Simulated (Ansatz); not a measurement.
Isolated molecules relaxed with PBE0-D4/def2-TZVP in Ansatz; ΔE leaves out vibrations. CCSD(T)/CBS adds triple-zeta CCSD(T) − MP2 to the extrapolated MP2 energy (def2 sets, frozen cores). DFT in def2-TZVPP. Each species was taken in one conformer, which may not be the lowest.

Consider the isomerisation: `C=CC(=C)[SiH3]` → `CC#CC[SiH3]`.

Problem. Is it downhill or uphill in electronic energy at CCSD(T)/CBS, and by how much? (Estimate.)

Solution. The calculation gave: Uphill: ΔE = +9.1 kcal/mol.

Problem. What do these levels give: PBE-D4, BHLYP-D4, BHLYP, RPA@PBE/def2-TZVPP, CCSD(T)/def2-TZVPP, SCS-MP2/def2-QZVPP? (Estimate.)

Solution. The calculation gave: PBE-D4 9.4, BHLYP-D4 9.4, BHLYP 7.9, RPA@PBE/def2-TZVPP 10.2, CCSD(T)/def2-TZVPP 9.2, SCS-MP2/def2-QZVPP 6.4 kcal/mol.

Largest T1 diagnostic among the species: 0.012.

Leaving LDA and LC-ωPBE aside and taking each functional with its dispersion term where it has one, the values, not all of them listed here, spread over 4.4 kcal/mol, from PBE-QIDH to BLYP-D4. From r2SCAN to r2SCAN0 (25 % exact exchange), in def2-TZVPP and without D4, ΔE moves by −0.9 kcal/mol.
